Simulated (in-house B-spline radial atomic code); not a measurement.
# RPA and G0W0 on r2SCAN0: neutral potassium

Configuration [Ar] 4s1, highest spin, mean-field start r2SCAN0. Computed with a B-spline radial code for spherical atoms: all electrons, scalar-relativistic (spin-free one-electron X2C), finite nucleus, each spin shell either full or empty, empty states to l = 9 with an (l + 1/2)⁻⁴ tail; G0W0 by contour deformation at full frequency.

RPA overbinds a lone outer s electron by self-correlation, and G0W0 tends to as well.

Command:
```bash
python run_gw.py task.json out
```
Settings (radii: box in bohr, nucleus in fm):
```
Z                        19
electrons                19
configuration            [Ar] 4s1
hamiltonian              x2c
method                   r2scan0
lmax                     9
rms_radius               3.4349
spin_polarised           True
box_radius               40
intervals                74
ion_configuration        [Ne] 3s2 3p6
```

Run time, properties included: 8.7 s on 1 thread of Arm Neoverse N1, with other jobs on the host.

Energies (hartree):

```json
{"term": "mean-field total", "value": "-602.19537"}
{"term": "Hartree-Fock functional on these orbitals", "value": "-601.46013"}
{"term": "direct second order", "value": "-1.2799"}
{"term": "second-order exchange", "value": "0.44054"}
{"term": "SOSEX correction", "value": "0.39764"}
```

(1) What is the RPA correlation energy, and what remains with SOSEX?

Quasi-particle levels (eV):

```
  level  occupied  mean field  Σx - vxc     Σc  QP weight    G0W0
  4s up       yes      -3.024     -0.99      ?          ?       ?
4s down        no      -1.514      1.92  -0.75      0.851  -0.343
```

G0W0 = mean field + (Σx - vxc) + Σc, with Σc (partial-wave tail included) taken at the quasi-particle energy. Only the outer levels were computed. Levels of low weight are left out.

(2) Where does G0W0 put 4s up?

(3) What does it cost to remove one electron (to [Ne] 3s2 3p6) by differences of total energies, each species on its own start (correlation terms add to the Hartree-Fock functional)?

Results:

(1) RPA gives -1.1074 hartree (-1.59 eV per electron); RPA + SOSEX gives -0.70973, and the second-order doubles -0.83934 hartree (no singles). RPA lacks exchange-type terms and so overcorrelates at short range.

(2) At -4.598 eV, with Σc = -0.58 eV and a quasi-particle weight of 0.856. The tabulated removal energy is 4.341 eV (NIST, measured); the calculation leaves out spin-orbit coupling, Breit and QED terms, and what these don't explain is the method's own error.

(3) r2SCAN0 4.284 eV, Hartree-Fock functional 4.001 eV, + RPA 4.659 eV, + RPA + SOSEX 4.267 eV, + second order 4.461 eV. Tabulated: 4.341 eV (NIST, measured); the calculation leaves out spin-orbit coupling, Breit and QED terms, and what these don't explain is the method's own error.
